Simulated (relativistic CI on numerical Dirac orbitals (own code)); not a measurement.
## Dy⁺: calculation against measurement

Calculated at this level of theory: Dirac-Coulomb-Breit CI, KLI orbitals optimised for each configuration, a model potential for QED, valence Slater integrals scaled by 0.85, P86 correlation energy added to each configuration (own radial code, finite nucleus).

CI space (outside the closed core [Xe]): 4f10 6s, 4f9 6s2, 4f10 6p, 4f10 5d, 4f10 7s, 4f11, 4f10 7p. The list is cut by size and lacks configurations that can hold low levels.

| Configuration | Term (tabulated) | J | Measured (cm⁻¹) | Computed | Error | Purity (%) |
| --- | --- | --- | --- | --- | --- | --- |
| 4f10 6s | (8,1/2) | 17/2 | 0.0 | 0 | 0 | 94 |
| 4f9 6s2 | 6H° | 15/2 | 12336.3 | -1932 | -14268 | 93 |
| 4f9 6s2 | 6H° | 13/2 | 15822.2 | 1566 | -14256 | 96 |
| 4f9 6s2 | 6H° | 11/2 | 18121.5 | 3913 | -14209 | 93 |
| 4f10 6p | 6K° | 19/2 | 28306.8 | 25769 | -2538 | 94 |
| 4f10 6p | 6K° | 17/2 | 31879.7 | 30048 | -1832 | 77 |

Measured levels from NIST Handbook of Basic Atomic Spectroscopic Data (Sansonetti and Martin, J. Phys. Chem. Ref. Data 34, 1559 (2005)); pairs were made by configuration, J and term (by order where the table uses no LS term), so strongly mixed levels may be paired wrongly.

Mean error by configuration (cm⁻¹): 4f9 6s2 -14244; 4f10 6p -2185. Over the excited levels the mean absolute error is 9421 cm⁻¹ (5 of the 31 excited levels that our extract of the source holds in range could be paired, and the others can miss by more), and the median relative error of those above 1,000 cm⁻¹ is 78 %. Some levels of the ground configuration have no partner.

Transition probabilities of persistent lines. The last column rescales the computed rate by the cube of measured over computed energy:

```csv
λ measured (Å),Lower,Upper,A tabulated (s⁻¹),A computed,A rescaled
3531.70 air,"4f10 6s (8,1/2)_17/2",4f10 6p 6K°_19/2,1.56e+08,1.87e+08,2.48e+08
```
